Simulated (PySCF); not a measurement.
A calculated (M06-2X, PySCF 2.14, x2c-TZVPall, the spin-free X2C one-electron Hamiltonian (Gaussian nucleus)) atom or ion has these occupied shells.

```csv
shell,electrons,orbital energy (eV),"rms radius, mean of both spins (bohr)"
1s α,1,-13453.2,0.0492
1s β,1,-13452.8,0.0492
2s α,1,-1799.9,0.206
2s β,1,-1799.7,0.206
2p α,3,-1592.8,0.183
2p β,3,-1592.4,0.183
3s α,1,-279.07,0.591
3s β,1,-278.59,0.591
3p α,3,-212.98,0.609
3p β,3,-212.36,0.609
3d α,5,-101.42,0.649
3d β,5,-101.05,0.649
4s α,1,-47.654,1.73
4s β,1,-41.047,1.73
4p α,3,-32.333,1.96
```

(1) Name the element and its charge.

Results:

(1) Br²⁺ (bromine, charge +2), in [Ar] 3d10 4s2 4p3, high-spin 4S determinant.
